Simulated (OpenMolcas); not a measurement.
## What dynamic correlation does to the levels of O

```yaml
Program: OpenMolcas 26.06
Basis: ANO-RCC [8s7p4d3f2g]
Scalar_Hamiltonian: DKH2, point nucleus
Active_space: 4 electrons in 9 orbitals (RAS2 2p; RAS3 3s 3d, at most 1 electron)
State_averaging: 2S+1 = 3 even, 3 roots; 2S+1 = 1 even, 6 roots; 2S+1 = 5 odd, 1 root; 2S+1 = 3 odd, 6 roots; 2S+1 = 1 odd, 5 roots
Spin-orbit_coupling: state interaction with AMFI integrals over the reference wave functions, term energies averaged over their components
```

Methods on the same reference wave functions:
A. RASSCF
B. SS-RASPT2, IPEA 0.25 Eh, imaginary shift 0.1 Eh (closed shells correlated: 1s 2s)
C. XMS-RASPT2, IPEA 0.25 Eh, imaginary shift 0.1 Eh (closed shells correlated: 1s 2s)

Energies in cm-1 above 2s2 2p4 3P2, the measured ground level; measured values from NIST Handbook of Basic Atomic Spectroscopic Data.

```csv
Level,A,B,C,Measured
2s2 2p4 3P2,0.0,0.0,0.0,0.0
2s2 2p4 3P1,150,150,150,158
2s2 2p4 3P0,224,224,224,227
2s2 2p4 1D2,17668,15420,15780,15868
2s2 2p4 1S0,43789,37930,38080,33793
2s2 2p3 3s 5S* 2,65898,70960,71880,73768
2s2 2p3 3s 3S* 1,71044,74960,75880,76795
```

Deviations, from unrounded energies. A percentage is the sum of absolute deviations over the sum of measured energies, with the sign that they share, or ± where signs differ.

```json
{"Against measurement": "mean absolute deviation (cm-1)", "Levels": "6", "A": "4200", "B": "1500", "C": "1200"}
{"Against measurement": "fine structure of the ground term (%)", "Levels": "2", "A": "-3.0", "B": "-3.0", "C": "-3.0"}
{"Against measurement": "other terms of the ground configuration (%)", "Levels": "2", "A": "+23.8", "B": "±9.2", "C": "±8.8"}
{"Against measurement": "other configurations (%)", "Levels": "2", "A": "-9.0", "B": "-3.1", "C": "-1.9"}
```

C lies closest to measurement on these levels and A furthest from it. The largest miss of C in the table is 2s2 2p4 1S0, by +4300 cm-1. The ranking rests on the paired levels alone, and a cruder setting can come out closer through cancelling errors.

Between B and C the level of the table that moves most is 2s2 2p3 3s 5S* 2, by 920 cm-1 (lowest in B, highest in C). Moves below CASPT2's spread within the term are not significant.

The mean deviations of B to C differ by less than CASPT2's widest spread within a term (910 cm-1), so their order carries little weight.

From A to B the spin-free energies of the other terms of 2s2 2p4 shown, above 3P, scale by a factor of 0.87.

The lowest spin-free term lies below A's lowest term by 0.191 hartree in B, 0.195 hartree in C.

CASPT2 does not keep the components of a term degenerate, so their means are used; among the terms shown or strongly mixed into the levels shown the widest spread is 910 cm-1 (2s2 2p4 1D, C). ANO sets are built for valence states and can reach diffuse excited orbitals poorly. With the s shell closed, the reference lacks s² → p² mixing. Without dynamic correlation excited terms often stand tens of per cent too high (terms of higher spin than the ground term too low), and those without a measured partner can miss by more than the paired ones (holds for A). Measured partners are found by configuration, term and J. A level has none where our copy of the source lacks it or the pairing is in doubt (some pairs that miss far off the trend of their configuration count as doubtful), and it then counts in no deviation. Levels of configurations outside the active space are missing. The table leaves out levels that lie high or whose names do not pair safely across all columns.

* marks odd parity.
